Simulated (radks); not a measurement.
Results of a calculation; reference values are marked as such.
Problem. Zn2+, configuration [Ar] 3d9 4s1 (not the ground configuration). Level of theory: scalar-relativistic Kohn-Sham, LDA (Slater exchange, Perdew-Wang correlation), spin-polarised, spherical densities, finite nucleus; open shells are filled with parallel spins first; Fermi nuclear charge, rms radius 3.9283 fm (a radial shooting solver on a logarithmic mesh with Libxc functionals). Some entries of the table are withheld. Estimate them.

| orbital | occ. | eigenvalue (hartree) | r(max) (bohr) |
|---|---|---|---|
| 1s up | 1 | -350.4587 | 0.03296 |
| 1s down | 1 | -350.4555 | 0.03296 |
| 2s up | 1 | -43.59278 | 0.1896 |
| 2s down | 1 | -43.56565 | 0.1896 |
| 2p up | 3 | -37.97641 | 0.1521 |
| 2p down | 3 | -37.95508 | 0.1521 |
| 3s up | 1 | -5.81103 | (1) |
| 3s down | 1 | -5.76385 | (2) |
| 3p up | 3 | -4.13771 | 0.5904 |
| 3p down | 3 | -4.09071 | 0.5907 |
| 3d up | 5 | -1.42891 | 0.5563 |
| 3d down | 4 | -1.37956 | 0.5572 |
| 4s up | 1 | -0.96930 | 1.826 |
| 4s down | 0 | -0.91192 | 1.826 |

Solution. 
(1) 3s up r(max) (bohr): 0.5876
(2) 3s down r(max) (bohr): 0.5878
